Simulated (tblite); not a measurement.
Compound: C4H6FOP.
Numbering: `[O:1]=[P@H:2]1[CH2:3][CH:4]=[C:5]([F:6])[CH2:7]1` (hydrogens: H8 on P2; H9, H10 on C3; H11 on C4; H12, H13 on C7)

Structure used (GFN2-xTB), in Å, numbered top down from 1:
```
atom  x, y, z in Å
O1     0.3149   -2.3605   -1.1862
P2     0.1200   -1.3376   -0.1617
C3     1.3755    0.0007   -0.0045
C4     0.5657    1.1840    0.4219
C5    -0.7411    1.0716    0.2437
F6    -1.6105    2.0481    0.5581
C7    -1.3038   -0.1833   -0.3400
H8    -0.0189   -1.8315    1.1354
H9     2.1704   -0.2412    0.7028
H10    1.8371    0.1577   -0.9857
H11    1.0353    2.0654    0.8252
H12   -2.2088   -0.5083    0.1758
H13   -1.5404   -0.0646   -1.4027
```

Computed values, GFN2-xTB/tblite, gas phase, harmonic and unscaled. Against measured fundamentals such values can be off by several per cent, at times by over 20. Modes of hydrogen on phosphorus can be 10 to 20 % off. One conformer, not necessarily the lowest.

Harmonic wavenumbers (cm⁻¹): 64.8, 245.7, 268.2, 310.8, 378.9, 389.6, 444.5, 563.2, 687.6, 727.3, 778.5, 788.1, 832.1, 877.8, 911.5, 945.7, 1021.9, 1044.6, 1067.6, 1122.4, 1194.9, 1206.0, 1273.2, 1302.6, 1407.1, 1418.0, 1725.2, 2278.5, 2917.7, 2927.2, 2971.3, 2976.8, 3120.4.

A = 5156, B = 1532, C = 1245 MHz; mass 120.014 u (most abundant isotopes); point group C1, symmetry number 1.

Q: Zero-point energy?

A: Half the sum of the wavenumbers: 20095 cm⁻¹ = 57.45 kcal/mol.

Q: Entropy at 200 K, 1 bar (ideal gas, RRHO, classical rotation)?

A: Translation 38.30, rotation 26.69, vibration 8.26: S = 73.3 cal/(mol K).

Q: And Cp and H(200 K) − H(0)?

A: Cp = 19.89 cal/(mol K), of which vibrations give 11.94 (their classical limit is 33 R = 65.6); H(200 K) − H(0) = 2.58 kcal/mol without the zero-point energy, 0.99 from vibrations.

Q: How do the functions run with temperature in this model?

A: 
| T (K) | S (cal/(mol K)) | Cp (cal/(mol K)) | H − H(0) (kcal/mol) | G − H(0) (kcal/mol) | ln q(vib) |
| --- | --- | --- | --- | --- | --- |
| 100 | 62.4 | 12.4 | 0.97 | -5.27 | 0.57 |
| 300 | 82.8 | 28.0 | 4.97 | -19.88 | 3.02 |
| 500 | 100.5 | 41.4 | 12.00 | -38.25 | 6.12 |
| 800 | 122.8 | 53.1 | 26.35 | -71.86 | 10.95 |
| 1000 | 135.1 | 57.9 | 37.47 | -97.68 | 14.01 |

q(vib) and H(0) count from the zero-point level.

Q: Blend soft modes into free rotors: weight 1/[1 + (100 cm⁻¹/ν̃)⁴] for the oscillator and the rest for a rotor with moment μB/(μ + B), μ = h/(8π²ν), B = 10⁻⁴⁴ kg m². What vibrational entropy results?

A: 7.76 cal/(mol K) in place of 8.26, which changes −T·S at 200 K by +0.10 kcal/mol.

Q: What must be added to the electronic energy to get the Gibbs energy at 200 K and 1 bar?

A: ZPE + [H(200 K) − H(0)] − T·S = 57.45 + 2.58 − 14.65 = 45.38 kcal/mol.

Hindered rotation and anharmonicity are outside this model. Other conformers, if any are populated, would add a mixing term that is left out. The structure is chiral; the term R ln 2 for an equal mix with its mirror image is left out.
